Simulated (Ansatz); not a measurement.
A short molecular-dynamics run on `[OH][Zr]([OH])([F])[I]`.

```yaml
crystal:
  periodic: [false, false, false]
  atoms:
    - {symbol: O, position_ang: [0.259244, 1.120842, 1.237297]}
    - {symbol: Zr, position_ang: [-0.042368, -0.408115, 0.155052]}
    - {symbol: O, position_ang: [0.443333, -0.075903, -1.648816]}
    - {symbol: F, position_ang: [1.020683, -1.840243, 0.816510]}
    - {symbol: I, position_ang: [-2.704342, -1.079587, 0.263804]}
    - {symbol: H, position_ang: [0.410067, 1.968519, 1.645791]}
    - {symbol: H, position_ang: [0.674681, 0.246288, -2.515338]}
basis:
  gaussian: {orbitals: def2-SVP}
hamiltonian: {xc: {name: BLYP}}
md: {timestep: 1 fs, n_steps: 30, ensemble: nvt_langevin, temperature: 700, initial_velocities: maxwell_boltzmann, friction: 0.01, seed: 383}
```

```sh
$ ansatz run in.yaml --threads 4 --pin off --events-out ev --progress --plain --max-ram 10444MiB
```

```json
{"step": "0", "time (fs)": "0.0", "potential energy (eV)": "-16224.2870", "kinetic (eV)": "0.5429", "T (K)": "600", "conserved (eV)": "–"}
{"step": "1", "time (fs)": "1.0", "potential energy (eV)": "-16224.2994", "kinetic (eV)": "0.5640", "T (K)": "623", "conserved (eV)": "–"}
{"step": "2", "time (fs)": "2.0", "potential energy (eV)": "-16224.2645", "kinetic (eV)": "0.5696", "T (K)": "630", "conserved (eV)": "–"}
{"step": "3", "time (fs)": "3.0", "potential energy (eV)": "-16224.2398", "kinetic (eV)": "0.5620", "T (K)": "621", "conserved (eV)": "–"}
{"step": "4", "time (fs)": "4.0", "potential energy (eV)": "-16224.2439", "kinetic (eV)": "0.5706", "T (K)": "631", "conserved (eV)": "–"}
{"step": "5", "time (fs)": "5.0", "potential energy (eV)": "-16224.2300", "kinetic (eV)": "0.5772", "T (K)": "638", "conserved (eV)": "–"}
{"step": "6", "time (fs)": "6.0", "potential energy (eV)": "-16224.1685", "kinetic (eV)": "0.4813", "T (K)": "532", "conserved (eV)": "–"}
{"step": "7", "time (fs)": "7.0", "potential energy (eV)": "-16224.1162", "kinetic (eV)": "0.4308", "T (K)": "476", "conserved (eV)": "–"}
{"step": "8", "time (fs)": "8.0", "potential energy (eV)": "-16224.1178", "kinetic (eV)": "0.3872", "T (K)": "428", "conserved (eV)": "–"}
{"step": "9", "time (fs)": "9.0", "potential energy (eV)": "-16224.1191", "kinetic (eV)": "0.4120", "T (K)": "455", "conserved (eV)": "–"}
{"step": "10", "time (fs)": "10.0", "potential energy (eV)": "-16224.0737", "kinetic (eV)": "0.3500", "T (K)": "387", "conserved (eV)": "–"}
{"step": "11", "time (fs)": "11.0", "potential energy (eV)": "-16224.0258", "kinetic (eV)": "0.3030", "T (K)": "335", "conserved (eV)": "–"}
{"step": "12", "time (fs)": "12.0", "potential energy (eV)": "-16224.0274", "kinetic (eV)": "0.3068", "T (K)": "339", "conserved (eV)": "–"}
{"step": "13", "time (fs)": "13.0", "potential energy (eV)": "-16224.0582", "kinetic (eV)": "0.2921", "T (K)": "323", "conserved (eV)": "–"}
{"step": "14", "time (fs)": "14.0", "potential energy (eV)": "-16224.0551", "kinetic (eV)": "0.2745", "T (K)": "303", "conserved (eV)": "–"}
{"step": "15", "time (fs)": "15.0", "potential energy (eV)": "-16224.0152", "kinetic (eV)": "0.2241", "T (K)": "248", "conserved (eV)": "–"}
{"step": "16", "time (fs)": "16.0", "potential energy (eV)": "-16224.0351", "kinetic (eV)": "0.2732", "T (K)": "302", "conserved (eV)": "–"}
{"step": "17", "time (fs)": "17.0", "potential energy (eV)": "-16224.0823", "kinetic (eV)": "0.3397", "T (K)": "375", "conserved (eV)": "–"}
{"step": "18", "time (fs)": "18.0", "potential energy (eV)": "-16224.0704", "kinetic (eV)": "0.3711", "T (K)": "410", "conserved (eV)": "–"}
{"step": "19", "time (fs)": "19.0", "potential energy (eV)": "-16224.0427", "kinetic (eV)": "0.3314", "T (K)": "366", "conserved (eV)": "–"}
{"step": "20", "time (fs)": "20.0", "potential energy (eV)": "-16224.0731", "kinetic (eV)": "0.3689", "T (K)": "408", "conserved (eV)": "–"}
{"step": "21", "time (fs)": "21.0", "potential energy (eV)": "-16224.1481", "kinetic (eV)": "0.4581", "T (K)": "506", "conserved (eV)": "–"}
{"step": "22", "time (fs)": "22.0", "potential energy (eV)": "-16224.1669", "kinetic (eV)": "0.4983", "T (K)": "551", "conserved (eV)": "–"}
{"step": "23", "time (fs)": "23.0", "potential energy (eV)": "-16224.1143", "kinetic (eV)": "0.4196", "T (K)": "464", "conserved (eV)": "–"}
{"step": "24", "time (fs)": "24.0", "potential energy (eV)": "-16224.1523", "kinetic (eV)": "0.4310", "T (K)": "476", "conserved (eV)": "–"}
{"step": "25", "time (fs)": "25.0", "potential energy (eV)": "-16224.2295", "kinetic (eV)": "0.4973", "T (K)": "550", "conserved (eV)": "–"}
{"step": "26", "time (fs)": "26.0", "potential energy (eV)": "-16224.2335", "kinetic (eV)": "0.5487", "T (K)": "606", "conserved (eV)": "–"}
{"step": "27", "time (fs)": "27.0", "potential energy (eV)": "-16224.1868", "kinetic (eV)": "0.4697", "T (K)": "519", "conserved (eV)": "–"}
{"step": "28", "time (fs)": "28.0", "potential energy (eV)": "-16224.1634", "kinetic (eV)": "0.4517", "T (K)": "499", "conserved (eV)": "–"}
{"step": "29", "time (fs)": "29.0", "potential energy (eV)": "-16224.1944", "kinetic (eV)": "0.4194", "T (K)": "464", "conserved (eV)": "–"}
{"step": "30", "time (fs)": "30.0", "potential energy (eV)": "-16224.2108", "kinetic (eV)": "0.4594", "T (K)": "508", "conserved (eV)": "–"}
```

Velocities are drawn at the set temperature; a run this short doesn't reach equilibrium.

Frames (Å, forces in eV/Å):

```xyz
7
time=0.0 fs
O     0.259    1.121    1.237   -0.013   -0.048    0.104
Zr   -0.042   -0.408    0.155   -0.360   -0.224    0.069
O     0.443   -0.076   -1.649   -0.003   -0.110   -0.040
F     1.021   -1.840    0.817    0.410   -0.550    0.254
I    -2.704   -1.080    0.264   -0.410   -0.107    0.018
H     0.410    1.969    1.646    0.151    0.765    0.392
H     0.675    0.246   -2.515    0.226    0.274   -0.797
7
time=1.0 fs
O     0.260    1.129    1.241    0.160    0.952    0.544
Zr   -0.042   -0.404    0.152   -0.254   -0.350    0.675
O     0.445   -0.080   -1.640    0.366    0.328   -1.406
F     1.031   -1.843    0.819    0.225   -0.307    0.136
I    -2.706   -1.082    0.264   -0.375   -0.097    0.008
H     0.417    1.999    1.661   -0.062   -0.425   -0.193
H     0.698    0.231   -2.528   -0.059   -0.101    0.235
7
time=2.0 fs
O     0.261    1.139    1.245    0.239    1.413    0.724
Zr   -0.042   -0.400    0.149   -0.141   -0.457    1.288
O     0.445   -0.085   -1.632    0.691    0.640   -2.507
F     1.041   -1.846    0.821    0.035   -0.060    0.015
I    -2.708   -1.085    0.265   -0.337   -0.087   -0.001
H     0.423    2.022    1.676   -0.187   -1.096   -0.534
H     0.717    0.217   -2.539   -0.301   -0.354    1.015
7
time=3.0 fs
O     0.263    1.151    1.251    0.207    1.256    0.599
Zr   -0.042   -0.395    0.146   -0.029   -0.525    1.887
O     0.446   -0.089   -1.626    0.851    0.741   -3.003
F     1.052   -1.849    0.823   -0.149    0.177   -0.103
I    -2.710   -1.087    0.265   -0.292   -0.074   -0.010
H     0.427    2.032    1.689   -0.205   -1.173   -0.591
H     0.733    0.200   -2.539   -0.385   -0.402    1.221
7
time=4.0 fs
O     0.266    1.163    1.259    0.060    0.495    0.162
Zr   -0.041   -0.391    0.143    0.087   -0.564    2.445
O     0.447   -0.093   -1.621    0.795    0.642   -2.812
F     1.062   -1.852    0.826   -0.327    0.405   -0.216
I    -2.712   -1.090    0.266   -0.241   -0.060   -0.020
H     0.429    2.028    1.699   -0.110   -0.660   -0.349
H     0.742    0.182   -2.524   -0.264   -0.258    0.789
7
time=5.0 fs
O     0.268    1.176    1.266   -0.193   -0.808   -0.571
Zr   -0.041   -0.387    0.141    0.214   -0.577    2.916
O     0.449   -0.096   -1.619    0.531    0.387   -2.015
F     1.072   -1.857    0.827   -0.501    0.628   -0.323
I    -2.714   -1.092    0.267   -0.183   -0.044   -0.028
H     0.429    2.015    1.704    0.090    0.387    0.185
H     0.749    0.165   -2.500    0.042    0.027   -0.164
7
time=6.0 fs
O     0.270    1.189    1.273   -0.442   -2.031   -1.278
Zr   -0.040   -0.383    0.139    0.348   -0.572    3.275
O     0.451   -0.097   -1.618    0.213    0.127   -1.127
F     1.083   -1.862    0.828   -0.662    0.831   -0.418
I    -2.716   -1.095    0.268   -0.129   -0.029   -0.036
H     0.435    2.006    1.709    0.291    1.373    0.712
H     0.759    0.151   -2.480    0.381    0.300   -1.128
7
time=7.0 fs
O     0.272    1.201    1.278   -0.577   -2.590   -1.633
Zr   -0.040   -0.379    0.138    0.477   -0.569    3.540
O     0.454   -0.099   -1.619    0.071    0.037   -0.790
F     1.093   -1.865    0.829   -0.803    1.008   -0.499
I    -2.717   -1.098    0.269   -0.085   -0.017   -0.042
H     0.445    2.007    1.717    0.386    1.738    0.922
H     0.773    0.139   -2.471    0.531    0.394   -1.498
7
time=8.0 fs
O     0.274    1.211    1.281   -0.477   -2.082   -1.383
Zr   -0.040   -0.375    0.136    0.599   -0.573    3.709
O     0.456   -0.101   -1.620    0.212    0.154   -1.196
F     1.103   -1.869    0.830   -0.925    1.159   -0.566
I    -2.719   -1.100    0.271   -0.048   -0.006   -0.046
H     0.456    2.023    1.730    0.254    1.078    0.564
H     0.790    0.128   -2.478    0.385    0.269   -1.081
7
time=9.0 fs
O     0.275    1.220    1.283   -0.233   -0.999   -0.791
Zr   -0.039   -0.372    0.135    0.713   -0.571    3.778
O     0.459   -0.102   -1.621    0.559    0.382   -2.080
F     1.113   -1.872    0.831   -1.028    1.285   -0.621
I    -2.720   -1.103    0.272   -0.011    0.005   -0.049
H     0.469    2.051    1.748   -0.016   -0.124   -0.110
H     0.809    0.116   -2.498    0.015    0.022   -0.127
7
time=10.0 fs
O     0.276    1.228    1.286   -0.040   -0.208   -0.347
Zr   -0.038   -0.369    0.135    0.825   -0.548    3.769
O     0.463   -0.102   -1.624    0.905    0.559   -2.896
F     1.121   -1.874    0.832   -1.114    1.390   -0.666
I    -2.720   -1.106    0.274    0.026    0.015   -0.052
H     0.480    2.076    1.764   -0.232   -1.024   -0.626
H     0.830    0.101   -2.521   -0.370   -0.184    0.818
7
time=11.0 fs
O     0.277    1.236    1.288    0.026    0.037   -0.205
Zr   -0.036   -0.366    0.135    0.935   -0.514    3.696
O     0.466   -0.101   -1.628    1.088    0.606   -3.245
F     1.129   -1.876    0.834   -1.189    1.482   -0.706
I    -2.721   -1.108    0.275    0.065    0.026   -0.053
H     0.485    2.090    1.775   -0.318   -1.371   -0.834
H     0.850    0.086   -2.537   -0.606   -0.266    1.347
7
time=12.0 fs
O     0.278    1.245    1.290   -0.056   -0.338   -0.418
Zr   -0.035   -0.363    0.136    1.031   -0.461    3.565
O     0.468   -0.099   -1.634    1.026    0.520   -2.972
F     1.135   -1.876    0.836   -1.249    1.556   -0.736
I    -2.722   -1.110    0.276    0.110    0.038   -0.054
H     0.486    2.090    1.777   -0.253   -1.095   -0.684
H     0.864    0.067   -2.540   -0.608   -0.220    1.299
7
time=13.0 fs
O     0.279    1.255    1.291   -0.273   -1.255   -0.947
Zr   -0.033   -0.360    0.137    1.107   -0.388    3.379
O     0.470   -0.097   -1.641    0.702    0.337   -2.092
F     1.140   -1.875    0.838   -1.287    1.603   -0.753
I    -2.723   -1.112    0.278    0.157    0.051   -0.053
H     0.483    2.079    1.772   -0.051   -0.267   -0.210
H     0.874    0.043   -2.530   -0.353   -0.081    0.676
7
time=14.0 fs
O     0.280    1.264    1.291   -0.564   -2.474   -1.664
Zr   -0.031   -0.357    0.138    1.177   -0.309    3.132
O     0.473   -0.094   -1.649    0.131    0.120   -0.716
F     1.143   -1.872    0.839   -1.311    1.631   -0.760
I    -2.724   -1.114    0.278    0.198    0.062   -0.052
H     0.476    2.063    1.764    0.231    0.882    0.469
H     0.883    0.021   -2.512    0.139    0.088   -0.408
7
time=15.0 fs
O     0.280    1.271    1.291   -0.772   -3.369   -2.199
Zr   -0.029   -0.354    0.140    1.238   -0.240    2.857
O     0.476   -0.090   -1.657   -0.439   -0.035    0.570
F     1.147   -1.869    0.839   -1.324    1.645   -0.759
I    -2.724   -1.115    0.279    0.232    0.071   -0.049
H     0.470    2.055    1.760    0.435    1.733    0.984
H     0.891    0.002   -2.498    0.630    0.196   -1.405
7
time=16.0 fs
O     0.280    1.275    1.289   -0.653   -2.875   -1.899
Zr   -0.028   -0.352    0.143    1.272   -0.197    2.581
O     0.478   -0.087   -1.664   -0.624   -0.063    0.996
F     1.150   -1.865    0.839   -1.322    1.639   -0.748
I    -2.724   -1.117    0.279    0.258    0.078   -0.045
H     0.474    2.063    1.768    0.319    1.235    0.699
H     0.907   -0.016   -2.496    0.750    0.183   -1.584
7
time=17.0 fs
O     0.280    1.279    1.284   -0.267   -1.327   -0.927
Zr   -0.025   -0.349    0.145    1.274   -0.172    2.306
O     0.480   -0.084   -1.669   -0.401   -0.024    0.616
F     1.152   -1.860    0.838   -1.301    1.612   -0.724
I    -2.724   -1.118    0.280    0.281    0.084   -0.041
H     0.485    2.088    1.790   -0.057   -0.282   -0.231
H     0.929   -0.039   -2.504    0.472    0.109   -0.999
7
time=18.0 fs
O     0.279    1.282    1.279    0.064   -0.056   -0.074
Zr   -0.023   -0.347    0.149    1.250   -0.150    2.037
O     0.482   -0.081   -1.673    0.024   -0.006   -0.101
F     1.153   -1.854    0.837   -1.265    1.567   -0.692
I    -2.724   -1.120    0.281    0.304    0.090   -0.036
H     0.494    2.110    1.816   -0.375   -1.506   -1.032
H     0.954   -0.065   -2.519   -0.002    0.062   -0.103
7
time=19.0 fs
O     0.280    1.284    1.274    0.211    0.521    0.375
Zr   -0.021   -0.345    0.152    1.212   -0.110    1.760
O     0.486   -0.077   -1.676    0.349   -0.045   -0.597
F     1.153   -1.847    0.835   -1.213    1.498   -0.648
I    -2.725   -1.122    0.282    0.326    0.095   -0.032
H     0.495    2.119    1.837   -0.509   -2.032   -1.425
H     0.975   -0.093   -2.530   -0.377    0.073    0.567
7
time=20.0 fs
O     0.280    1.287    1.271    0.156    0.358    0.326
Zr   -0.018   -0.343    0.156    1.154   -0.051    1.482
O     0.490   -0.073   -1.679    0.448   -0.106   -0.671
F     1.151   -1.840    0.834   -1.144    1.409   -0.596
I    -2.725   -1.124    0.282    0.351    0.102   -0.028
H     0.485    2.108    1.844   -0.440   -1.821   -1.326
H     0.991   -0.122   -2.533   -0.524    0.110    0.812
7
time=21.0 fs
O     0.281    1.291    1.269   -0.102   -0.658   -0.351
Zr   -0.016   -0.341    0.161    1.070    0.024    1.217
O     0.493   -0.068   -1.682    0.339   -0.148   -0.378
F     1.148   -1.831    0.833   -1.062    1.303   -0.538
I    -2.726   -1.126    0.283    0.379    0.109   -0.023
H     0.470    2.077    1.838   -0.169   -0.759   -0.604
H     1.002   -0.150   -2.525   -0.456    0.130    0.678
7
time=22.0 fs
O     0.282    1.293    1.267   -0.518   -2.438   -1.652
Zr   -0.014   -0.339    0.166    0.966    0.124    0.935
O     0.495   -0.063   -1.685   -0.061   -0.119    0.385
F     1.145   -1.821    0.831   -0.958    1.169   -0.469
I    -2.726   -1.128    0.283    0.405    0.115   -0.016
H     0.454    2.037    1.824    0.260    1.073    0.745
H     1.003   -0.174   -2.507   -0.093    0.077    0.072
7
time=23.0 fs
O     0.284    1.294    1.265   -0.824   -3.859   -2.763
Zr   -0.012   -0.338    0.172    0.836    0.237    0.620
O     0.496   -0.058   -1.688   -0.521   -0.032    1.217
F     1.141   -1.810    0.829   -0.830    1.002   -0.384
I    -2.727   -1.130    0.283    0.427    0.120   -0.009
H     0.442    2.008    1.817    0.581    2.566    1.921
H     1.004   -0.195   -2.488    0.332   -0.034   -0.603
7
time=24.0 fs
O     0.285    1.293    1.260   -0.686   -3.325   -2.400
Zr   -0.009   -0.338    0.177    0.675    0.324    0.267
O     0.497   -0.053   -1.690   -0.596   -0.019    1.407
F     1.137   -1.799    0.826   -0.677    0.807   -0.283
I    -2.727   -1.131    0.283    0.443    0.123   -0.001
H     0.435    2.003    1.829    0.468    2.157    1.662
H     1.007   -0.214   -2.484    0.373   -0.067   -0.652
7
time=25.0 fs
O     0.285    1.290    1.252   -0.310   -1.556   -1.002
Zr   -0.007   -0.337    0.182    0.477    0.379   -0.105
O     0.498   -0.047   -1.692   -0.417   -0.085    1.182
F     1.132   -1.789    0.823   -0.500    0.583   -0.170
I    -2.728   -1.132    0.282    0.452    0.124    0.008
H     0.433    2.017    1.853    0.130    0.571    0.408
H     1.008   -0.229   -2.489    0.168   -0.016   -0.321
7
time=26.0 fs
O     0.285    1.286    1.242    0.008    0.056    0.331
Zr   -0.004   -0.336    0.188    0.239    0.436   -0.474
O     0.499   -0.040   -1.692   -0.242   -0.160    0.945
F     1.127   -1.777    0.820   -0.295    0.327   -0.043
I    -2.729   -1.134    0.283    0.458    0.124    0.017
H     0.431    2.036    1.877   -0.146   -0.828   -0.762
H     1.009   -0.243   -2.493   -0.022    0.045   -0.013
7
time=27.0 fs
O     0.285    1.284    1.233    0.181    1.088    1.215
Zr   -0.002   -0.336    0.193   -0.021    0.519   -0.831
O     0.499   -0.035   -1.691   -0.097   -0.230    0.749
F     1.123   -1.765    0.818   -0.070    0.044    0.093
I    -2.729   -1.135    0.283    0.461    0.123    0.025
H     0.421    2.048    1.896   -0.277   -1.649   -1.488
H     1.013   -0.259   -2.492   -0.177    0.106    0.237
7
time=28.0 fs
O     0.284    1.282    1.225    0.216    1.429    1.524
Zr    0.001   -0.336    0.199   -0.301    0.634   -1.151
O     0.499   -0.031   -1.690    0.004   -0.283    0.623
F     1.118   -1.752    0.817    0.169   -0.255    0.235
I    -2.730   -1.136    0.284    0.465    0.121    0.033
H     0.408    2.046    1.902   -0.273   -1.800   -1.657
H     1.018   -0.275   -2.486   -0.279    0.154    0.395
7
time=29.0 fs
O     0.282    1.283    1.219    0.136    1.009    1.160
Zr    0.003   -0.336    0.204   -0.592    0.781   -1.429
O     0.499   -0.029   -1.688   -0.006   -0.283    0.665
F     1.113   -1.740    0.818    0.412   -0.556    0.375
I    -2.730   -1.137    0.285    0.474    0.121    0.039
H     0.393    2.025    1.891   -0.161   -1.221   -1.176
H     1.020   -0.291   -2.476   -0.264    0.150    0.364
7
time=30.0 fs
O     0.281    1.284    1.214   -0.042   -0.215    0.051
Zr    0.005   -0.336    0.208   -0.890    0.971   -1.664
O     0.500   -0.025   -1.685   -0.090   -0.244    0.811
F     1.109   -1.728    0.818    0.660   -0.862    0.517
I    -2.731   -1.139    0.285    0.489    0.122    0.044
H     0.378    1.995    1.862    0.043    0.122    0.026
H     1.020   -0.305   -2.463   -0.170    0.106    0.216
```

Run time 43 s (4 threads of an Arm Neoverse V1 on a shared host); peak host memory 0.41 GiB.
